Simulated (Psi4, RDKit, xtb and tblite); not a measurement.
Conformational energy of C2H7Cl3Si2, SMILES Cl[Si]([SiH2]CC)(Cl)Cl, singlet. Scanned: dihedral C1–C2–Si3–Si4; all other coordinates were relaxed at GFN2-xTB. Points at φ and −φ are mirror images. Heavy atoms are numbered in the order of the SMILES CC[SiH2][Si](Cl)(Cl)Cl, hydrogens after them in the order of the atoms that carry them; the mirror image has the same energies with the sign of each dihedral reversed.

GFN2-xTB (xtb and tblite); UFF // GFN2-xTB (RDKit); MMFF94 // GFN2-xTB (RDKit); PBE-D3(BJ)/def2-SVP // GFN2-xTB (Psi4).

Energies relative to the lowest point of each profile, in kJ/mol; the last columns give the difference from PBE-D3(BJ):

| φ / ° | GFN2-xTB | UFF | MMFF94 | PBE-D3(BJ)/def2-SVP | GFN2-xTB − PBE-D3(BJ)/def2-SVP | UFF − PBE-D3(BJ)/def2-SVP | MMFF94 − PBE-D3(BJ)/def2-SVP |
|---|---|---|---|---|---|---|---|
| -160 | 2.9 | 2.4 | 2.0 | 4.3 | -1.3 | -1.9 | -2.3 |
| -140 | 5.7 | 6.4 | 5.9 | 7.9 | -2.2 | -1.5 | -1.9 |
| -120 | 7.0 | 8.5 | 8.0 | 9.6 | -2.7 | -1.1 | -1.6 |
| -100 | 5.1 | 5.6 | 5.5 | 5.7 | -0.6 | -0.1 | -0.3 |
| -80 | 1.8 | 1.3 | 2.2 | 1.0 | 0.8 | 0.2 | 1.2 |
| -60 | 0.0 | 0.0 | 2.7 | 0.0 | 0.0 | 0.0 | 2.7 |
| -40 | 1.1 | 2.7 | 6.6 | 1.0 | 0.0 | 1.7 | 5.6 |
| -20 | 3.7 | 8.2 | 12.2 | 3.5 | 0.2 | 4.7 | 8.7 |
| 0 | 5.1 | 11.4 | 15.2 | 4.9 | 0.1 | 6.4 | 10.3 |
| 20 | 3.7 | 8.2 | 12.2 | 3.5 | 0.2 | 4.7 | 8.7 |
| 40 | 1.1 | 2.7 | 6.6 | 1.0 | 0.0 | 1.7 | 5.6 |
| 60 | 0.0 | 0.0 | 2.7 | 0.0 | 0.0 | 0.0 | 2.7 |
| 80 | 1.8 | 1.3 | 2.2 | 1.0 | 0.8 | 0.2 | 1.2 |
| 100 | 5.1 | 5.6 | 5.5 | 5.7 | -0.6 | -0.1 | -0.3 |
| 120 | 7.0 | 8.5 | 8.0 | 9.6 | -2.7 | -1.1 | -1.6 |
| 140 | 5.7 | 6.4 | 5.9 | 7.9 | -2.2 | -1.5 | -1.9 |
| 160 | 2.9 | 2.4 | 2.0 | 4.3 | -1.3 | -1.9 | -2.3 |
| 180 | 1.6 | 0.4 | 0.0 | 2.7 | -1.1 | -2.2 | -2.7 |

GFN2-xTB is furthest from PBE-D3(BJ)/def2-SVP at -120 (-2.7 kJ/mol, below); its mean absolute difference over the points is 0.9 kJ/mol.

UFF is furthest from PBE-D3(BJ)/def2-SVP at 0 (6.4 kJ/mol, above); its mean absolute difference over the points is 1.7 kJ/mol.

MMFF94 is furthest from PBE-D3(BJ)/def2-SVP at 0 (10.3 kJ/mol, above); its mean absolute difference over the points is 3.4 kJ/mol.

MMFF94 has few fitted parameters for silicon.
